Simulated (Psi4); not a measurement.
Cl3OTa, charge -1, doublet, at a GFN2-xTB geometry (such geometries of metal compounds can be far from the true shape) (the multiplicity is a formal guess) (core potentials on Ta) (a gas-phase anion, which may not be bound at this level).

Here is a job for Psi4.
```
memory 2 GB

molecule mol {
-1 2
Ta    0.201298    0.138199   -0.123119
O     1.491866    1.122330   -0.631549
Cl    1.362621   -1.410947    1.185473
Cl   -1.448541   -1.458247   -0.441938
Cl   -1.480533    1.747597    0.082351
}

set {
  basis def2-svp
  reference uhf
}

energy('scf')
print_variables()
```

### Question
What is the computed nuclear repulsion energy (Psi4 with HF/def2-SVP)?

### Answer
376.3944 Eh

### Question
Predict the <S^2> from HF/def2-SVP.

### Answer
0.760

### Question
What is the computed total energy (HF/def2-SVP)?

### Answer
-1509.5438 Eh

### Question
Give the number of basis functions at the level HF/def2-SVP.

### Answer
100

A gas-phase anion may not be bound at this level; its values then depend on the basis.

These values belong to the state on which the SCF converged, which isn't shown to be the lowest.
